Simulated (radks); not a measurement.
Results of a calculation; reference values are marked as such.
Problem. Ionisation ladder of niobium, from Nb24+ to Nb34+. Each ion is in the ground configuration listed by NIST, and IE = E(next ion) - E(this ion). Level of theory: scalar-relativistic Kohn-Sham, BLYP, spin-polarised, spherical densities, point nucleus; open shells are filled with parallel spins first (spin-orbit coupling, left out, can overturn this in heavy ions) (a radial shooting solver on a logarithmic mesh with Libxc functionals).

| species | configuration | IE, Delta-SCF (eV) | <r> HOMO (bohr) |
|---|---|---|---|
| Nb24+ | [Ne] 3s2 3p5 | ? | 0.386 |
| Nb25+ | [Ne] 3s2 3p4 | ? | 0.382 |
| Nb26+ | [Ne] 3s2 3p3 | ? | 0.378 |
| Nb27+ | [Ne] 3s2 3p2 | 1429.4 | 0.374 |
| Nb28+ | [Ne] 3s2 3p1 | 1487.7 | 0.371 |
| Nb29+ | [Ne] 3s2 | 1625.8 | 0.379 |
| Nb30+ | [Ne] 3s1 | 1690.4 | 0.376 |
| Nb31+ | [Ne] | ? | 0.134 |
| Nb32+ | [He] 2s2 2p5 | 4215.5 | 0.133 |
| Nb33+ | [He] 2s2 2p4 | 4377.8 | 0.132 |
| Nb34+ | [He] 2s2 2p3 | 4600.2 | 0.130 |

Estimate the withheld Delta-SCF values.

Solution. Nb24+: 1240.3 eV (NIST 1231); Nb25+: 1296.1 eV (NIST 1294); Nb26+: 1370.4 eV (NIST 1368); Nb31+: 4051.4 eV (NIST 4020).
